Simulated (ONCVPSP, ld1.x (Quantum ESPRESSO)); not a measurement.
**Potentials for Te (Z = 52) compared**

Generated with ld1.x 7.5 (TM, RRKJ, ultrasoft, PAW), atompaw 4.2 or ONCVPSP 4.0.1. The cutoff is in Ry: for ld1.x and atompaw files where the sum of valence levels is converged to 10 mRy in a Bessel basis, for ONCV files where the hardest occupied wave has 1 mHa per electron of residual kinetic energy. The error is the largest all-electron minus pseudo excitation energy over each file’s own four to seven test configurations (ionisations up to +4, promotions, holes and added fractions of an electron), all of which were solved. The labels leave out finer settings (local radius, basis sizes, second energies), which also bear on the numbers. Spin-polarised tests are not counted. The rows are a selection from randomly drawn settings: files with unsolved tests, undetermined cutoffs or missed reference levels are left out.

| potential | cutoff (Ry) | largest error (meV) | bound ghosts |
| --- | --- | --- | --- |
| ONCV, LDA (Perdew-Zunger), scalar-relativistic, rc 1.40/1.15/1.35 (spd), local smoothed, core correction yes, reference 4s2 4p6 4d10 5s2 5p2.5, qcut 7.1/14/12.3, projectors 2/2/2 | 121 | +3.8 | none |
| ONCV, LDA (Perdew-Wang 92), scalar-relativistic, rc 1.10/1.30/1.40 (spd), local smoothed, core correction no, reference 4s2 4p6 4d10 5s2 5p4, qcut 11/9.9/12.9, projectors 2/2/2 | 105 | -60 | none |
| ONCV, LDA (Perdew-Zunger), scalar-relativistic, rc 1.15/1.35/1.10/1.20 (spdf), local smoothed, core correction yes, reference 4s2 4p6 4d10 5s1.5 5p4.5, qcut 9.2/8.3/11.3/10.3, projectors 2/3/3/2 | 102 | -153 | none |

**Question.** Fill in the row for Te: TM, BLYP, scalar-relativistic, rc 1.35/2.05/1.05 (spd), local s, core correction no, reference 4d10 5s2 5p4.

**Answer.** cutoff 120 Ry, largest error -161 meV, bound ghosts: none.

**Question.** Fill in the row for Te: ONCV, LDA (Perdew-Zunger), scalar-relativistic, rc 1.30/1.45/1.15 (spd), local smoothed, core correction yes, reference 4s2 4p6 4d10 5s2 5p4, qcut 11.1/10.3/15.5, projectors 3/2/3.

**Answer.** cutoff 110 Ry, largest error -152 meV, bound ghosts: none.
